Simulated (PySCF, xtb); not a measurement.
BrSi, SMILES [Si]Br (connectivity only; charge and spin as stated), charge +1, multiplicity 1.

GFN2-xTB (xtb) at its own geometry gives an orbital gap of 3.22 eV.

Geometry optimised at B3LYP-D3(BJ)/def2-TZVP. The spin state was assumed, not searched.

Task: What does ωB97X/def2-TZVPD (PySCF) give? (Estimate from the structure and the level; the computed values follow.)

Result: gap 10.52 eV (levels -17.79 and -7.27 eV).
